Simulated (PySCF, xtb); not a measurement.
3-fluoropenta-1,4-diene (C5H7F), SMILES C(=C)C(C=C)F. The values are those of a single conformer.

Harmonic wavenumbers (cm⁻¹) from GFN2-xTB (xtb 6.7.1) at its own minimum, in rising order: 31, 65, 214, 305, 333, 445, 485, 625, 688, 881, 901, 904, 955, 1010, 1017, 1027, 1073, 1152, 1212, 1249, 1264, 1293, 1402, 1410, 1709, 1717, 2869, 3080, 3083, 3103, 3107, 3133, 3136.

What does PBE-D3(BJ)/def2-SVP run with PySCF 2.14.0 give at its own minimum? (An estimate is asked for; the answer gives what the named calculation found.)

77, 113, 239, 293, 333, 457, 478, 654, 686, 868, 916, 917, 946, 986, 991, 1009, 1048, 1157, 1241, 1246, 1264, 1288, 1371, 1388, 1672, 1678, 2931, 3069, 3074, 3090, 3094, 3170, 3175. Paired by order, the mean absolute difference is 21 cm⁻¹ and the zero-point energies are 64.2 and 64.2 kcal/mol.
